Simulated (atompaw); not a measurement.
## osmium: one change to a PAW (atompaw) potential, before and after

atompaw 4.2.0.5 input, output lines left out:

```
Os 76
GGA-PBE scalarrelativistic loggrid 2001 logderivrange -2 5 176
6 6 5 4 0 0
6 1 0
5 2 6
0 0 0
c
c
c
c
c
v
c
c
c
c
v
c
c
v
c
2
3.00 2.75 2.45 2.40
y
1.1
n
y
2.1
n
y
1.4
n
custom polynom2 7 10 vanderbiltortho besselshape
3 0 troulliermartins
2.50
2.50
3.00
3.00
1.95
3.00
```

Change: all radii scaled by about 0.76 (s 1.90, p 2.28, d 1.48 bohr); local potential troulliermartins scheme with l = 3 at 0 Ry, radius 1.86 bohr; augmentation besselshape compensation charge, radius 2.10 bohr; PAW radius 2.28 bohr; waves and projectors: custom polynom2 7 10 vanderbiltortho; core correction smooth core density matched at 1.84 bohr.

Cutoffs: the cutoffs (Ry, on a coarse ladder) from which the occupation-weighted sum of valence levels, in a spherical-Bessel basis at the reference potential, stays within 10 and 1 mRy of its value at 400 Ry; they do not see the model core or the augmentation charge, which bear on the density cutoff.

Task: What does the change do?

Result: The potential gets harder (21 Ry and 30 Ry → 45 Ry and 260 Ry); a bound ghost appears in p, s, which as a rule spoils a file. A smaller radius makes the pseudo-wave follow the all-electron one further in, where it bends more sharply, so more plane waves are needed.

| quantity | base | changed |
| --- | --- | --- |
| cutoff, loose | 21 Ry | 45 Ry |
| cutoff, tight | 30 Ry | 260 Ry |
| loose cutoff by channel (10 mRy a level) | s 6 Ry, d 18 Ry | s 12 Ry, d 25 Ry |
| bound ghosts | none | s, p |
| lowest overlap eigenvalue by channel | s 0.47, p 0.91, d 0.56 | s 0.14, p 0.47, d 0.27 |

 A true bound ghost makes a file unfit for plane-wave use even where its test errors are small: the radial tests pick states by their node count and pass the ghost by. The cutoffs see the waves, projectors and local potential, not the compensation charge or the core.
